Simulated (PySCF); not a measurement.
**Calculated NMR parameters of [SiH3]C/C=N\c1ccco1**

* Formula: C6H9NOSi
* SMILES: [SiH3]C/C=N\c1ccco1
* InChI: InChI=1S/C6H9NOSi/c9-5-3-7-6-2-1-4-8-6/h1-4H,5H2,9H3/b7-3-
* Point group of the computed structure: C1
* Degrees of unsaturation: 4
* Carbon signals: 6
* Proton signals: 6

Molfile (atoms numbered from 1):
```
C6H9NOSi
     RDKit          3D

 18 18  0  0  0  0  0  0  0  0999 V2000
    2.0889    0.8444    0.4435 Si  0  0  0  0  0  4  0  0  0  0  0  0
    1.6265    0.0138   -1.2327 C   0  0  0  0  0  0  0  0  0  0  0  0
    1.0841   -1.3384   -1.0011 C   0  0  0  0  0  0  0  0  0  0  0  0
   -0.0456   -1.6569   -0.5065 N   0  0  0  0  0  0  0  0  0  0  0  0
   -0.9483   -0.7686   -0.0340 C   0  0  0  0  0  0  0  0  0  0  0  0
   -2.2380   -1.0307    0.3617 C   0  0  0  0  0  0  0  0  0  0  0  0
   -2.7639    0.1865    0.8437 C   0  0  0  0  0  0  0  0  0  0  0  0
   -1.7679    1.1066    0.7227 C   0  0  0  0  0  0  0  0  0  0  0  0
   -0.6686    0.5543    0.1860 O   0  0  0  0  0  0  0  0  0  0  0  0
    1.6147    0.0591    1.5793 H   0  0  0  0  0  0  0  0  0  0  0  0
    1.5779    2.2130    0.4712 H   0  0  0  0  0  0  0  0  0  0  0  0
    3.5550    0.8758    0.4963 H   0  0  0  0  0  0  0  0  0  0  0  0
    2.4930   -0.0321   -1.8890 H   0  0  0  0  0  0  0  0  0  0  0  0
    0.8672    0.6385   -1.7032 H   0  0  0  0  0  0  0  0  0  0  0  0
    1.7132   -2.1831   -1.2627 H   0  0  0  0  0  0  0  0  0  0  0  0
   -2.7298   -1.9787    0.3050 H   0  0  0  0  0  0  0  0  0  0  0  0
   -3.7472    0.3549    1.2334 H   0  0  0  0  0  0  0  0  0  0  0  0
   -1.7200    2.1480    0.9747 H   0  0  0  0  0  0  0  0  0  0  0  0
  1  2  1  0
  2  3  1  0
  3  4  2  0
  4  5  1  0
  5  6  2  0
  6  7  1  0
  7  8  2  0
  8  9  1  0
  9  5  1  0
  1 10  1  0
  1 11  1  0
  1 12  1  0
  2 13  1  0
  2 14  1  0
  3 15  1  0
  6 16  1  0
  7 17  1  0
  8 18  1  0
M  END
```

[PySCF: shielding tensors at PBE0/pcSseg-1 (GIAO); geometry from GFN2-xTB; relativity neglected; fast rotation and ring inversion assumed for equivalent nuclei; one conformer; no solvent]

Referencing at the same level of theory: 1H and 13C and 29Si against TMS; 15N vs NH3; H2O for 17O.

| carbon | δC, type | δH (multiplicity) | HMBC from (2–3 bonds) | span of the C tensor (ppm) |
| --- | --- | --- | --- | --- |
| C2 | 20.7, CH2 | 2.28 (m) | H15, H10/H11/H12 | 41 |
| C3 | 162.5, CH | 7.59 (t) | H10/H11/H12, H13/H14 | 202 |
| C5 | 162.1, C | – | H15, H18, H16, H17 | 120 |
| C6 | 118.1, CH | 6.87 (m) | H18, H17 | 161 |
| C7 | 120.1, CH | 6.83 (m) | H18, H16 | 187 |
| C8 | 142.9, CH | 7.42 (m) | H16, H17 | 150 |

Other nuclei:
```tsv
atoms	nucleus	environment	δ (ppm)	σ (ppm)
H10/H11/H12	1H	hydrogen on a silicon bonded to C	3.94	27.78
Si1	29Si	silicon bonded to C, 3 H	-66.9	416.1
N4	15N	imine nitrogen	324.7	-56.9
O9	17O	aromatic ring oxygen	290.4	45.6
```

1. Carbon types of the structure: 1 × C, 4 × CH, 1 × CH2, leaving 3 H on heteroatoms.
2. δC 162.5: C=N carbon.
3. δC 162.1: aromatic carbon bearing nitrogen; σ withdrawal by the attached heteroatom moves it downfield of the ring CH carbons.
4. δC 142.9: aromatic CH next to the ring oxygen.
5. δC 120.1, 118.1: aromatic CH.
6. δH 6.87, 6.83: hydrogen on an aromatic CH; aromatic region.

Shifts are as computed. Against solution values, carbons near 30 ppm lie about +3 ppm off and those near 130 ppm about +5 ppm. Of 1309 compounds with measured shifts, 239 miss one by over three times the rms of a fit or turn the order of signals round; such compounds aren't used in these exercises. Unscaled 17O shifts of doubly bonded oxygen tend to come out too high, by tens of ppm or more. Experimental scales use liquid or dissolved standards, which lie at an offset from isolated NH3 (liquid NH3: subtract about 20 ppm) and H2O (liquid H2O: subtract about 36 ppm). Unscaled 15N shifts of sp2 nitrogen come out 20 to 40 ppm too high even then. No couplings were computed; multiplicities are counted from neighbouring protons, with m where these are inequivalent, close in shift, in a saturated or five-membered ring or joined by F or P, and br s for small geminal =CH2 splittings.
